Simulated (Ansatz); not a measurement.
Start from `[SiH3]C[SiH2]Cl` and change one atom or group to get `[SiH3]C[SiH](Cl)Cl`.

Ansatz, PBE0-D4/def2-TZVP geometries, multiplicity 1. Each molecule was computed in one conformer, which needn't be the lowest.

```json
{"property": "size of the dipole moment (PBE/def2-TZVPP) / D", "`[SiH3]C[SiH2]Cl`": "1.25"}
{"property": "HOMO–LUMO gap (PBE/def2-TZVPP) / eV", "`[SiH3]C[SiH2]Cl`": "6.48"}
{"property": "LUMO energy (PBE0/def2-TZVPP) / eV", "`[SiH3]C[SiH2]Cl`": "-0.03"}
{"property": "LUMO energy (B3LYP/def2-TZVPP) / eV", "`[SiH3]C[SiH2]Cl`": "-0.21"}
{"property": "size of the dipole moment (ωB97M-V/def2-TZVPP) / D", "`[SiH3]C[SiH2]Cl`": "1.29"}
{"property": "size of the dipole moment (B3LYP/def2-TZVPP) / D", "`[SiH3]C[SiH2]Cl`": "1.30"}
```

**Question.** Give the same properties after the change, and the shifts. (An estimate is asked.)

**Answer.** Ansatz gave: 
```csv
property,`[SiH3]C[SiH](Cl)Cl`,shift
size of the dipole moment (PBE/def2-TZVPP) / D,1.65,0.40
HOMO–LUMO gap (PBE/def2-TZVPP) / eV,6.83,0.35
LUMO energy (PBE0/def2-TZVPP) / eV,0.25,0.28
LUMO energy (B3LYP/def2-TZVPP) / eV,0.08,0.29
size of the dipole moment (ωB97M-V/def2-TZVPP) / D,1.70,0.41
size of the dipole moment (B3LYP/def2-TZVPP) / D,1.71,0.41
```

With PBE0 the HOMO falls by 0.12 eV and the LUMO rises by 0.28 eV, so the gap widens by about 0.40 eV. PBE moves the HOMO by -0.11 eV and ωB97M-V by -0.11 eV. Dipoles are sizes alone; their direction can turn.

B3LYP here is the variant with VWN-RPA as its local correlation; programs differ in this.
